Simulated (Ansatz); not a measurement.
Relaxation of CH5FOSi (9 atoms, charge 0, multiplicity 1), to a largest force component of 0.02 eV/Å in at most 40 steps.

Computed with RKS BLYP-D4/def2-SVP (Ansatz 0.2.0).

```xyz
9
Properties=species:S:1:pos:R:3
Si 0.000 0.000 0.000
F 0.000 0.000 1.590
O 1.584 0.000 -0.559
C 2.350 -1.163 -0.836
H 1.719 -1.905 -1.367
H 3.218 -0.893 -1.473
H 2.714 -1.602 0.116
H -0.688 1.191 -0.486
H -0.688 -1.191 -0.486
```

**Question.** Where does it end, and by what steps?

**Answer.** It converged. After 6 steps the energy has fallen by 0.119 eV; H5 moved furthest, 0.24 Å.

| step | energy less start (eV) | largest force component (eV/Å) | accepted |
| --- | --- | --- | --- |
| 0 | 0.0000 | 1.728 | yes |
| 1 | -0.0837 | 1.006 | yes |
| 2 | -0.1088 | 0.118 | yes |
| 3 | -0.1145 | 0.105 | yes |
| 4 | -0.1176 | 0.083 | yes |
| 5 | -0.1183 | 0.045 | yes |
| 6 | -0.1185 | 0.007 | yes |

```xyz
9
Properties=species:S:1:pos:R:3
Si -0.027 -0.003 -0.059
F 0.043 -0.194 1.569
O 1.500 -0.014 -0.719
C 2.352 -1.157 -0.814
H 1.809 -2.052 -1.194
H 3.174 -0.924 -1.519
H 2.798 -1.411 0.173
H -0.597 1.339 -0.357
H -0.842 -1.147 -0.582
```

Whether the end is a true minimum wasn't checked by a vibrational analysis.

Time of the run: 10 s on 1 thread of Intel(R) Xeon(R) 6975P-C (Granite Rapids) (shared host), peak memory 0.16 GiB.
